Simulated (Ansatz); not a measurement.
Cost and result for the atomization energy of CH4AlI (`[CH3][AlH][I]`) (7 atoms, 6 bonds).

Charge 0, multiplicity 1. Correlated methods include outer-core shells of I, which these sets cover unevenly. I: def2 effective core potential. Geometry: relaxed with PBE0-D4/def2-TZVP. Program: Ansatz. All runs use 2 threads of a server CPU on a shared host. Times are those of one run each, without the atoms' runs, and a repeat can differ threefold. Electronic energies, without spin–orbit coupling; frozen cores. CCSD(T)/CBS adds CCSD(T) − MP2 in def2-TZVPP to the MP2 limit, and its time is that of the two runs behind it. T1 = 0.008. With those shells the extrapolation isn't a true limit. B3LYP takes the VWN-RPA correlation (the form of Gaussian; ORCA's B3LYP/G). HSE06 is the plane-wave form, built on full-range PBE exchange.

CCSD(T)/CBS is a level of theory with its own doubt, some kJ/mol a heavy atom from the limit and from the frozen cores, so smaller differences don't rank the functionals.

| level | functions | wall time | atomization (kJ/mol) | difference from CCSD(T)/CBS | per bond |
| --- | --- | --- | --- | --- | --- |
| LDA (SPW92)/def2-TZVPP | 179 | 1.1 s | 2435.3 | 228.7 | 38.1 |
| revPBE-D4/def2-TZVPP | 179 | 1.6 s | 2153.7 | -52.9 | -8.8 |
| PBE0-D4/def2-TZVPP | 179 | 2.1 s | 2186.5 | -20.1 | -3.3 |
| CCSD(T)/def2-SVP | 78 | 2.3 s | 2082.2 | -124.4 | -20.7 |
| CAM-B3LYP-D4/def2-TZVPP | 179 | 2.5 s | 2188.1 | -18.5 | -3.1 |
| HSE06-D4/def2-TZVPP | 179 | 2.6 s | 2187.9 | -18.7 | -3.1 |
| B3LYP-D4/def2-TZVPP (with forces) | 179 | 3.2 s | 2182.1 | -24.5 | -4.1 |
| r2SCAN-D4/def2-TZVPP (with forces) | 179 | 3.4 s | 2203.3 | -3.3 | -0.6 |
| PBE-QIDH/def2-TZVPP | 179 | 4 s | 2186.9 | -19.7 | -3.3 |
| ωB97M-V/def2-TZVPP (with forces) | 179 | 8 s | 2191.0 | -15.6 | -2.6 |
| MP2/def2-QZVPP | 329 | 10 s | 2203.9 | -2.7 | -0.5 |
| CCSD(T)/def2-TZVPP | 179 | 41 s | 2148.1 | -58.5 | -9.7 |
| CCSD(T)/CBS(def2) | – | 51 s | 2206.6 | 0.0 | 0.0 |

In def2-TZVPP, CCSD(T) changes the Hartree–Fock value by +464.2 kJ/mol (the triples alone add +25.7 kJ/mol) and MP2 by +485.8 kJ/mol; breaking electron pairs costs correlation energy, which Hartree–Fock lacks. From PBE to PBE0 (25 % exact exchange), in def2-TZVPP and without D4, the atomization energy moves by −9.0 kJ/mol: exact exchange takes away binding that semilocal exchange gives to molecules. The D4 term adds +19.8 kJ/mol with B3LYP and +10.5 kJ/mol with PBE0; it sums over pairs of atoms, weighted by their polarisabilities, and B3LYP, whose exchange is more repulsive, gets the larger term.

Spin–orbit coupling would lower the free I atoms strongly, and the atomization energy with them, by more than many differences here.
